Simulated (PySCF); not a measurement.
Compound: C₇H₁₃P.
Atom-mapped SMILES: `[CH3:1][CH:2]([CH3:3])[C:4]1=[CH:5][CH2:6][CH2:7][PH:8]1` (hydrogens: H9, H10, H11 on C1; H12 on C2; H13, H14, H15 on C3; H16 on C5; H17, H18 on C6; H19, H20 on C7; H21 on P8)

Computed with PySCF at PBE0/pcSseg-1 and B3LYP/def2-SVPD, non-relativistic, on one gas-phase PBE0-D3(BJ)/def2-SVP geometry that isn't relaxed in the solvent. The solvent is an IEF-PCM continuum (Bondi radii, 1.10 Å for H, scaled by 1.2). The model holds no explicit solvent molecules, cavitation or dispersion.

Gas phase at PBE0/pcSseg-1: HOMO -6.50 eV, LUMO 0.12 eV, dipole 1.34 D.

Problem. What does the continuum do to the energy, the frontier levels and the dipole at PBE0/pcSseg-1 in benzene and dichloromethane?

Solution. 
```tsv
solvent	ε	E(solvent) − E(gas) (kJ/mol)	polarisation term (kJ/mol)	distortion of the solute (kJ/mol)	HOMO (eV)	LUMO (eV)	dipole (D)
benzene	2.271	-4.63	-4.89	0.26	-6.50	0.16	1.55
dichloromethane	8.93	-9.00	-10.07	1.07	-6.54	0.16	1.79
```

The first energy column is the sum of the next two and covers electrostatics alone. From benzene to dichloromethane the lowering changes by a factor 1.94, Onsager's factor (ε − 1)/(2ε + 1) by 1.83 and ε itself by 3.9.

Problem. Which radius a makes the point-dipole formula ΔE = −[(ε − 1)/(2ε + 1)]·μ²/a³ give the value in dichloromethane, with the gas-phase dipole?

Solution. μ = 0.525 au and |ΔE| = 0.00343 Eh give a = 1.71 Å; the farthest nucleus lies 3.67 Å from the centroid of the nuclei, so such a sphere wouldn't even hold the nuclei. The formula assumes a rigid point dipole at the centre of a sphere.

Problem. Which Mulliken charges (PBE0/pcSseg-1) respond most in benzene (means over atoms taken as equivalent)?

Solution. 
```csv
atoms,environment,gas (e),solvent (e),change
P8,phosphine phosphorus,+0.340,+0.316,-0.024
C5,alkene CH carbon,-0.088,-0.094,-0.006
H16,vinylic hydrogen,+0.090,+0.096,+0.006
H21,P–H hydrogen,+0.050,+0.055,+0.005
C1/C3,methyl carbon,-0.240,-0.244,-0.004
H19/H20,methylene hydrogen,+0.152,+0.156,+0.004
H17/H18,methylene hydrogen,+0.134,+0.138,+0.004
C4,fully substituted alkene carbon,-0.449,-0.451,-0.002
H9 (×6),methyl hydrogen,+0.119,+0.121,+0.002
C2,allylic carbon,-0.265,-0.263,+0.002
C7,sp3 carbon bound to phosphorus,-0.470,-0.469,+0.001
H12,methine hydrogen,+0.135,+0.137,+0.002
```

Gas phase at B3LYP/def2-SVPD: HOMO -6.29 eV, LUMO -0.15 eV, dipole 1.26 D.

Problem. What does the continuum do to the energy, the frontier levels and the dipole at B3LYP/def2-SVPD in benzene?

Solution. 
```json
{"solvent": "benzene", "ε": "2.271", "E(solvent) − E(gas) (kJ/mol)": "-4.14", "polarisation term (kJ/mol)": "-4.43", "distortion of the solute (kJ/mol)": "0.29", "HOMO (eV)": "-6.28", "LUMO (eV)": "-0.09", "dipole (D)": "1.50"}
```

Problem. How does the static polarisability (B3LYP/def2-SVPD, frozen core, with the continuum's full static response) change?

Solution. 
| medium | isotropic (au) | principal values (au) | ⟨r²⟩ of the electrons (bohr²) |
| --- | --- | --- | --- |
| gas | 108.8 | 87.2, 113.1, 126.2 | 1333.1 |
| benzene | 126.8 | 101.9, 132.8, 145.6 | 1332.9 |

The isotropic value in benzene is 1.16 times the gas-phase one; no cavity-field correction is applied. ⟨r²⟩ is taken about the centre of nuclear charge.
